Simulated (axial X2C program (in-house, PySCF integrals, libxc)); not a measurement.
# As₂⁻: from the spin-free to the two-component result

All values were computed with an axial X2C code built on PySCF integrals. Spin-free means the one-electron spin-free X2C Hamiltonian; two-component (2c) means X2C with spin–orbit coupling and atomic mean-field two-electron Coulomb and Gaunt terms, so the difference of the two also holds small scalar two-electron terms. Basis: As dyall-acv3z [10s10p7d5f1g] (cores contracted in-house); Gaussian nuclei, density fitting, unrestricted open shells. Masses: As 74.922 u.

Spin-free state: M_S = 1/2, Λ = 1 (beyond evenly filled blocks: π+α); fragments As- + As.

```csv
level,Re (Å),ωe (cm⁻¹),De (eV)
PBE0,2.177,387.7,3.799
BHandHLYP,2.167,398.7,3.461
```

(1) Within this multiplet, which Ω should lie lowest by the rule for regular and inverted multiplets?

Two-component determinant lowest at the distance of the search:

Ω = 1/2 (⟨Sz⟩ = -0.50, ⟨Lz⟩ = 1.00 at PBE0); fragments As- + As.

| level | Re (Å) | ωe (cm⁻¹) | De (eV) |
| --- | --- | --- | --- |
| PBE0 | 2.179 | 386.4 | n/a |
| BHandHLYP | 2.169 | 397.2 | 3.472 |

(2) From the two tables, how do the constants change at the PBE0 level (2c against spin-free)?

The state is one determinant whose occupation by symmetry is held fixed; it was picked as the lowest of a PBE0 search that is not exhaustive. Dissociation energies refer to the lowest single-determinant-based atoms at the same level and basis. De is not given where an atomic determinant may have missed its ground term or J level, or where the truncated virtual space spoils (T). Density functionals use the spin component along the axis (collinear). Without a current term, density functionals place determinants with orbital angular momentum somewhat too high. The highest occupied level of some functionals is positive through self-interaction error; at Hartree–Fock it is bound.

Results:

(1) The open π shell holds one electron, so the multiplet is regular: Ω = Λ − 1/2 = 1/2. The PBE0 2c search agrees.

(2) At the PBE0 level Re goes up by 0.002 Å and ωe drops by 1.3 cm⁻¹.
